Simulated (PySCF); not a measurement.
## Bond length, frequency and bond energy of PbS by level of theory

State: ¹Σ⁺ (singlet), closed shell. Set-up: basis Pb def2-SVP with ECP60, S def2-SVP; scalar-relativistic core potentials; PySCF 2.14. De refers to Pb + S in their high-spin ground configurations, without counterpoise correction. A positive dipole means Pb(−)S(+).

| Level | Re (Å) | ωe (cm⁻¹) | De (eV) | μ (D) |
| --- | --- | --- | --- | --- |
| RHF | 2.284 | 484 | 1.90 | -4.65 |
| RHF-MP2 | 2.325 | 436 | 4.10 | n/a |
| RHF-SCS-MP2 | 2.325 | 438 | 3.93 | n/a |
| RHF-CCSD | 2.317 | 448 | 3.67 | n/a |
| RHF-CCSD(T) | 2.343 | 417 | 4.00 | n/a |
| PBE | 2.341 | 422 | 4.93 | -3.56 |
| BLYP | 2.363 | 407 | 4.78 | -3.39 |
| r²SCAN | 2.321 | 440 | 4.60 | -3.84 |
| TPSSh | 2.323 | 438 | 4.62 | -3.93 |
| B3LYP | 2.330 | 434 | 4.49 | -3.69 |
| PBE0 | 2.308 | 451 | 4.47 | -3.92 |
| CAM-B3LYP | 2.296 | 464 | 4.25 | -3.82 |

(1) Which functional lies closest to RHF-CCSD(T) in De, which farthest, and by how much do they differ from it?

(2) What does a quarter of exact exchange do here, going from PBE to PBE0?

(3) What does the three-parameter hybrid form, with a fifth of exact exchange, do here, going from BLYP to B3LYP?

Measured (Huber and Herzberg, Constants of Diatomic Molecules (1979)): Re = 2.286863 Å, ωe = 429.4 cm⁻¹.

Correlated steps freeze 9 core orbitals. Correlated levels converge slowly with the basis: in double zeta they bind strong bonds too weakly, by up to about 1 eV, and carry superposition errors of some tenths. Spin–orbit coupling is left out, which matters for elements this heavy, above all for dissociation energies. Where the molecule has an RHF reference, its open-shell atoms are computed with UHF. The CCSD T1 diagnostic is raised, a sign that a single reference may not be enough here.

The whole job (state search and all levels along the bond) took about 1.4 min on 1 thread of Intel Xeon Platinum 8375C @ 2.90GHz (shared host), peak memory 0.51 GiB.

Results:

(1) Closest is CAM-B3LYP (-4.7 pm in Re, +11.3 % in ωe, +0.25 eV in De against RHF-CCSD(T) in the same basis), farthest PBE (-0.2 pm in Re, +1.2 % in ωe, +0.93 eV in De). CCSD(T) converges more slowly with the basis than the functionals do and binds too weakly in this one, so the order can change at the basis-set limit.

(2) PBE0 less PBE: -3.3 pm in Re, +6.9 % in ωe, -0.46 eV in De. Exact exchange removes part of the self-interaction that spreads semilocal densities, and in most molecules shortens and stiffens the bond and lowers De; so it does here.

(3) B3LYP less BLYP: -3.3 pm in Re, +6.6 % in ωe, -0.29 eV in De. Exact exchange removes part of the self-interaction that spreads semilocal densities, and in most molecules shortens and stiffens the bond and lowers De; so it does here.
